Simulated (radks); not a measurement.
Effect of the nuclear size on the bromine ion Br3+, [Ar] 3d10 4s2 4p2. All-electron calculation, Dirac Kohn-Sham, exchange-only LDA, spin-unpolarised, spherical densities, finite nucleus; open shells fill j = l - 1/2 first; Fermi nuclear charge, rms radius 4.1629 fm. Program: a radial shooting solver on a logarithmic mesh with Libxc functionals. The rms radius is varied about that value; shifts are against it.

| rms radius (fm) | total energy shift (eV) | density at nucleus (e/bohr^3) | 1s1/2 shift (meV) | 2s1/2 shift (meV) | 3s1/2 shift (meV) | 3p1/2 shift (meV) | 4s1/2 shift (meV) |
|---|---|---|---|---|---|---|---|
| 3.4344 | -0.173 | 4.481e+04 | -73.3 | -7.34 | -1.14 | 0.122 | -0.135 |
| 3.8715 | -0.0727 | 4.441e+04 | -30.9 | -3.09 | -0.480 | 0.052 | -0.057 |
| 4.1629 | 0 | 4.417e+04 | 0.000 | 0.000 | 0.000 | 0.000 | 0.000 |
| 4.4543 | 0.0776 | 4.394e+04 | 32.9 | 3.30 | 0.512 | -0.055 | 0.061 |
| 5.0996 | 0.267 | 4.35e+04 | 113 | 11.3 | 1.76 | -0.189 | 0.208 |

Slopes of the eigenvalues against <r^2> in GHz/fm^2, as finite differences over the two radii next to the reference (eigenvalue slopes, not the field-shift constants of lines): 1s1/2 3180, 2s1/2 319, 3s1/2 49.5, 3p1/2 -5.31, 4s1/2 5.86.
